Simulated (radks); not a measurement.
Results of a calculation; reference values are marked as such.
Au8+, configuration [Xe] 4f14 5d3 (the NIST ground configuration). Level of theory: scalar-relativistic Kohn-Sham, PBE, spin-polarised, spherical densities, point nucleus; open shells are filled with parallel spins first (spin-orbit coupling, left out, can overturn this in heavy ions) (a radial shooting solver on a logarithmic mesh with Libxc functionals).

Radial electron density D(r) = 4 pi r^2 rho(r):

| r (bohr) | D(r) (e/bohr) | spin D(r) |
|---|---|---|
| 0.002541 | 37.39 | -0.000416 |
| 0.002935 | 44.41 | -0.000490 |
| 0.003362 | 51.78 | -0.000566 |
| 0.003852 | 59.79 | -0.000647 |
| 0.004449 | 68.77 | -0.000735 |
| 0.005097 | 77.46 | -0.000819 |
| 0.005839 | 85.99 | -0.000899 |
| 0.006744 | 94.33 | -0.000976 |
| 0.007726 | 101.0 | -0.00104 |
| 0.008852 | 106.1 | -0.00109 |
| 0.01022 | 109.1 | -0.00114 |
| 0.01171 | 109.5 | -0.00118 |
| 0.01342 | 107.7 | -0.00121 |
| 0.0155 | 104.1 | -0.00121 |
| 0.01775 | 100.2 | -0.00108 |
| 0.02034 | 97.48 | -0.000638 |
| 0.02349 | 97.69 | 0.000638 |
| 0.02691 | 102.2 | 0.00342 |
| 0.03083 | 111.1 | 0.00909 |
| 0.03561 | 124.1 | 0.0205 |
| 0.0408 | 136.7 | 0.0394 |
| 0.04674 | 145.8 | 0.0695 |
| 0.05398 | 147.9 | 0.117 |
| 0.06185 | 141.9 | 0.177 |
| 0.07085 | 130.5 | 0.249 |
| 0.08183 | 119.0 | 0.324 |
| 0.09375 | 114.9 | 0.376 |
| 0.1074 | 119.9 | 0.384 |
| 0.124 | 130.9 | 0.325 |
| 0.1421 | 137.6 | 0.206 |
| 0.1628 | 132.6 | 0.0665 |
| 0.188 | 113.6 | -0.0248 |
| 0.2154 | 91.47 | 0.0228 |
| 0.2468 | 77.09 | 0.228 |
| 0.285 | 76.46 | 0.540 |
| 0.3266 | 84.40 | 0.758 |
| 0.3741 | 89.39 | 0.744 |
| 0.4321 | 83.07 | 0.450 |
| 0.495 | 67.30 | 0.0901 |
| 0.5672 | 49.13 | -0.0444 |
| 0.655 | 34.25 | 0.326 |
| 0.7504 | 26.07 | 1.17 |
| 0.8597 | 21.44 | 2.23 |
| 0.9929 | 17.34 | 3.10 |
| 1.138 | 12.94 | 3.32 |
| 1.303 | 8.440 | 2.90 |
| 1.505 | 4.538 | 2.02 |
| 1.724 | 2.133 | 1.18 |
| 1.976 | 0.8430 | 0.556 |
| 2.282 | 0.2565 | 0.197 |
| 2.614 | 0.06640 | 0.0567 |
| 2.995 | 0.01317 | 0.0121 |
| 3.459 | 0.001682 | 0.00161 |
| 3.963 | 0.0001645 | 0.000161 |

D(r) has 4 maxima, at r = 0.0113, 0.0519, 0.144, 0.374 bohr, and minima at 0.0217, 0.0930, 0.265 bohr, inside which lie 1.88, 11.00, 29.94 electrons.
